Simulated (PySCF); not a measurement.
Molfile (atoms numbered from 1):
```
C5H13FSi2
     RDKit          3D

 21 21  0  0  0  0  0  0  0  0999 V2000
    1.5652    2.0421   -0.1436 C   0  0  0  0  0  0  0  0  0  0  0  0
    0.9649    0.2434   -0.3306 Si  0  0  1  0  0  4  0  0  0  0  0  0
    2.5460   -1.2901    0.3931 Si  0  0  0  0  0  4  0  0  0  0  0  0
   -0.6487    0.0855    0.6818 C   0  0  1  0  0  0  0  0  0  0  0  0
   -1.8794    0.7744    0.0565 C   0  0  0  0  0  0  0  0  0  0  0  0
   -2.3740   -0.5977   -0.3983 C   0  0  2  0  0  0  0  0  0  0  0  0
   -3.6945   -0.8686   -0.1213 F   0  0  0  0  0  0  0  0  0  0  0  0
   -1.3609   -1.2721    0.5262 C   0  0  0  0  0  0  0  0  0  0  0  0
    0.7826    2.7596   -0.3732 H   0  0  0  0  0  0  0  0  0  0  0  0
    2.3992    2.2410   -0.8093 H   0  0  0  0  0  0  0  0  0  0  0  0
    1.9037    2.2422    0.8693 H   0  0  0  0  0  0  0  0  0  0  0  0
    0.5733    0.0646   -1.7460 H   0  0  0  0  0  0  0  0  0  0  0  0
    3.6945   -1.3503   -0.5139 H   0  0  0  0  0  0  0  0  0  0  0  0
    2.0197   -2.6550    0.4873 H   0  0  0  0  0  0  0  0  0  0  0  0
    3.0851   -0.9674    1.7180 H   0  0  0  0  0  0  0  0  0  0  0  0
   -0.4786    0.3679    1.7223 H   0  0  0  0  0  0  0  0  0  0  0  0
   -2.5508    1.2081    0.7958 H   0  0  0  0  0  0  0  0  0  0  0  0
   -1.6981    1.5016   -0.7323 H   0  0  0  0  0  0  0  0  0  0  0  0
   -2.2336   -0.8055   -1.4626 H   0  0  0  0  0  0  0  0  0  0  0  0
   -0.7874   -2.0894    0.0925 H   0  0  0  0  0  0  0  0  0  0  0  0
   -1.8370   -1.6172    1.4426 H   0  0  0  0  0  0  0  0  0  0  0  0
  1  2  1  0
  2  3  1  0
  2  4  1  0
  4  5  1  0
  5  6  1  0
  6  7  1  0
  6  8  1  0
  8  4  1  0
  1  9  1  0
  1 10  1  0
  1 11  1  0
  2 12  1  6
  3 13  1  0
  3 14  1  0
  3 15  1  0
  4 16  1  1
  5 17  1  0
  5 18  1  0
  6 19  1  6
  8 20  1  0
  8 21  1  0
M  END
```

Level of theory: NMR shieldings at PBE0/pcSseg-1/GIAO, geometry from GFN2-xTB, in PySCF 2.14.0 with density-fitted response routines (single conformer, no solvent, non-relativistic, fast rotation and ring inversion assumed for equivalent nuclei).

List the cross peaks expected in HSQC, COSY and HMBC spectra.

Results:



HSQC (one-bond C–H):
```
               δH         δC
       5.16 (H19)  88.6 (C6)
       2.71 (H17)  36.0 (C5)
       2.65 (H21)  34.5 (C8)
       2.32 (H18)  36.0 (C5)
       2.19 (H20)  34.5 (C8)
       1.43 (H16)   8.9 (C4)
0.20 (H9/H10/H11)  -5.7 (C1)
```

COSY cross peaks (H two or three bonds apart, from the bond graph; peaks can be absent where the dihedral angle is near 90°):
```
        δH                  δH
5.16 (H19)          2.71 (H17)
5.16 (H19)          2.65 (H21)
5.16 (H19)          2.32 (H18)
5.16 (H19)          2.19 (H20)
4.09 (H12)  3.31 (H13/H14/H15)
4.09 (H12)          1.43 (H16)
4.09 (H12)   0.20 (H9/H10/H11)
2.71 (H17)          2.32 (H18)
2.71 (H17)          1.43 (H16)
2.65 (H21)          2.19 (H20)
2.65 (H21)          1.43 (H16)
2.32 (H18)          1.43 (H16)
2.19 (H20)          1.43 (H16)
```

HMBC (two and three bonds, from the bond graph):
```
                δH                                          δC
        5.16 (H19)              36.0 (C5), 34.5 (C8), 8.9 (C4)
        4.09 (H12)   36.0 (C5), 34.5 (C8), 8.9 (C4), -5.7 (C1)
3.31 (H13/H14/H15)                         8.9 (C4), -5.7 (C1)
        2.71 (H17)              88.6 (C6), 34.5 (C8), 8.9 (C4)
        2.65 (H21)              88.6 (C6), 36.0 (C5), 8.9 (C4)
        2.32 (H18)              88.6 (C6), 34.5 (C8), 8.9 (C4)
        2.19 (H20)              88.6 (C6), 36.0 (C5), 8.9 (C4)
        1.43 (H16)  88.6 (C6), 36.0 (C5), 34.5 (C8), -5.7 (C1)
 0.20 (H9/H10/H11)                                    8.9 (C4)
```

Chemical shifts δ = σref − σ; ¹H and ¹³C against TMS, all at this level.

Shifts are as computed. Against solution values, carbons near 30 ppm lie about +3 ppm off and those near 130 ppm about +5 ppm. Of 1211 compounds with measured shifts, 218 miss one by over three times the rms of a fit or turn the order of signals round; such compounds aren't used in these exercises.
